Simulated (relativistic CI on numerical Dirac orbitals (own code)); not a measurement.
## Hyperfine structure of Er60+, mass number 167

Computed by Dirac-Coulomb-Breit CI, separate exchange-only KLI orbitals for each configuration, model QED (radiative potential, 1s self-energy scaled to tabulated hydrogen-like ionisation energies), unscaled Slater integrals (own radial code, finite nucleus).

Configuration list (outside the closed core 1s2): 2s2.2p4, 2s.2p5, 2p6, 2p5.3s, 2p5.3p, 2p5.3d, 2s2.2p3.3s, 2s2.2p3.3p, 2s2.2p3.3d, 2s.2p4.3s, 2s.2p4.3p, 2s.2p4.3d, 2s2.2p3.4s, 2s2.2p3.4p, 2s2.2p3.4d, 2s2.2p3.4f. Levels of other configurations are missing.

Nuclear spin I = 7/2, μ = -0.5623 μN, Q = 3.57 b (tables of Stone and Pyykkö). The electronic factors are computed for point nuclear moments, without core polarisation or the Bohr-Weisskopf and QED corrections.

```csv
Level,E (eV),A (GHz),B (GHz)
2s2.2p4 3P_2,0.00,-100.6,280
2s2.2p4 3P_1,949.06,76.88,-2180
2s2.2p4 1D_2,967.76,-280.8,-4650
2s.2p5 3P°_2,1308.61,-714,-4350
2s.2p5 1P°_1,1383.82,508.2,-1740
2s.2p5 3P°_1,2304.98,-1680,-444
```

Levels with J = 0, under 50 % of one LS term, or S terms without an open s electron are left out. Small factors come from cancelling terms and can be off by tens of per cent or more.

At this charge energies of transitions that change n are usually good to better than 1 %, and those within a shell (Δn = 0) to a few per cent.

**Question.** Give the hyperfine levels of 2s2.2p4 3P_2 relative to its centre of gravity.

**Answer.** With K = F(F + 1) − I(I + 1) − J(J + 1), E = AK/2 + B[¾K(K + 1) − I(I + 1)J(J + 1)]/[2I(2I − 1)J(2J − 1)]: F = 3/2: 1056, F = 5/2: 678.9, F = 7/2: 221.7, F = 9/2: -246, F = 11/2: -634.1 GHz.

LS names give the leading component of a level, which can be under half, so a name can repeat, a term be missing and a line seem to break the LS rules.
